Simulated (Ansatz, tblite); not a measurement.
Spin states of Cu2H2 (the lowest singlet isomer of a short search), each relaxed with PBE0-D4/def2-TZVP in Ansatz. Electronic energies in the gas phase.

The 6-31G sets use Cartesian d functions. The xTB rows come from tblite. B3LYP takes the VWN-RPA correlation. Correlated methods freeze 18 core orbitals. In CCSD on the charge 0 triplet the largest single amplitude is 0.28, so its Hartree–Fock determinant may place the open shell otherwise than the density functionals do. The structure comes from a short search, and lower isomers may exist.

Singlet geometry (Cs within 0.1 Å):

```xyz
4

Cu    0.209    0.530    0.250
Cu   -0.642   -1.456   -0.772
H     0.110    2.043    0.095
H     0.323   -1.117    0.426
```

Triplet geometry (D2h within 0.1 Å):

```xyz
4

Cu   -0.8078    0.1251   -0.8794
Cu    0.8078   -0.1252    0.8794
H     0.3175   -1.0238   -0.4374
H    -0.3175    1.0239    0.4373
```

Quintet geometry (Cs within 0.1 Å):

Cartesian coordinates in Å:
```
Cu -0.6141 0.1109 -0.7327
Cu 1.7368 0.8004 0.0450
H -1.6278 -0.7859 0.0229
H 0.5050 -0.1254 0.6648
```

⟨S²⟩: triplet 2.01 at PBE0-D4/def2-TZVP (pure 2.00), quintet 6.01 at PBE0-D4/def2-TZVP (pure 6.00).

Run but left out: HF/6-31G, HF/def2-TZVP, HF/def2-TZVPP, MP2/def2-TZVP, MP2/def2-TZVPP (triplet: a determinant that CCSD turns far, T1 0.077); HF/6-31G, HF/def2-TZVP, HF/def2-TZVPP, MP2/def2-TZVP, MP2/def2-TZVPP (quintet: a determinant that CCSD turns far, T1 0.077).

Only these spin states were relaxed. The triplet has other bonds than the singlet, so the gap mixes isomer and spin.

Second-order perturbation terms are unreliable where d shells bring near-degenerate states, and here PBE-QIDH/def2-TZVP lies more than 0.4 eV from the median of the functionals without such a term.

| level | triplet − singlet (kJ/mol) | quintet − singlet (kJ/mol) | lowest of these | remarks |
| --- | --- | --- | --- | --- |
| GFN2-xTB | 614.8 | 879.1 | singlet | – |
| r2SCANh-D4/def2-TZVP | 113.2 | 498.7 | singlet | – |
| B3LYP-D4/6-31G | 76.8 | 352.3 | singlet | – |
| PBE0-D4/def2-TZVP | 133.3 | 524.5 | singlet | – |
| r2SCAN0-D4/def2-TZVP | 129.0 | 481.8 | singlet | – |
| CCSD/def2-TZVPP | 175.1 | 503.5 | singlet | large T1 (0.077) (quintet), large T1 (0.077) (triplet) |
| CCSD(T)/def2-TZVPP | 192.7 | 554.1 | singlet | large T1 (0.077) (quintet), large T1 (0.077) (triplet) |

(1) Estimate the rows for GFN1-xTB, PBE-D4/def2-TZVP, BLYP-D4/def2-TZVP, r2SCAN-D4/def2-TZVP, PBE-QIDH/def2-TZVP, RPA@PBE/def2-TZVP.

Answers

(1) 
```
              level  triplet − singlet (kJ/mol)  quintet − singlet (kJ/mol)  lowest of these                                   remarks
           GFN1-xTB                       254.1                       686.1          singlet                                         –
   PBE-D4/def2-TZVP                       110.6                       541.0          singlet                                         –
  BLYP-D4/def2-TZVP                       121.1                       551.5          singlet                                         –
r2SCAN-D4/def2-TZVP                       103.4                       502.1          singlet                                         –
 PBE-QIDH/def2-TZVP                       227.2                       588.1          singlet  test for broken spin undecided (singlet)
  RPA@PBE/def2-TZVP                       126.0                       468.4          singlet                                         –
```

The xTB methods have no term that favours high spin, so they put low spin too low.
